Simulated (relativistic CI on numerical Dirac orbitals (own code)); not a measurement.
## Pr4+: 3d photoemission

Computed with this model: Dirac-Coulomb-Breit CI, separate exchange-only KLI orbitals for each configuration, model QED, valence Slater integrals scaled by 0.9, multiplet model of photoemission in the sudden approximation; configurations [Xe] 4f → [Ar] 3d9 4s2 4p6 4d10 4f 5s2 5p6; 300 K; Lorentzian 0.9 eV and Gaussian 0.7 eV FWHM. Energies are those of the free ion, without screening or charge transfer. The energies are binding energies and can lie tens of eV above those of solids. S is read from ⟨S²⟩ = S(S + 1).

free ion: ground-state S = 0.50, centroid 1000.27 eV. Peaks (eV, height): 991.5 (95), 992.5 (100), 1011.5 (63), 1013.2 (51), 1016.6 (17).

Strongest unbroadened transitions for free ion:

```csv
Energy (eV),Relative strength
989.67,9.3
990.34,24.8
991.33,19.5
991.39,100.0
992.31,26.8
992.42,46.9
992.83,71.9
993.15,11.4
993.43,1.8
993.59,17.9
996.60,4.8
1011.17,7.6
1011.42,81.0
1012.34,38.7
1013.02,1.8
1013.32,63.0
1013.50,2.3
1016.60,26.0
```
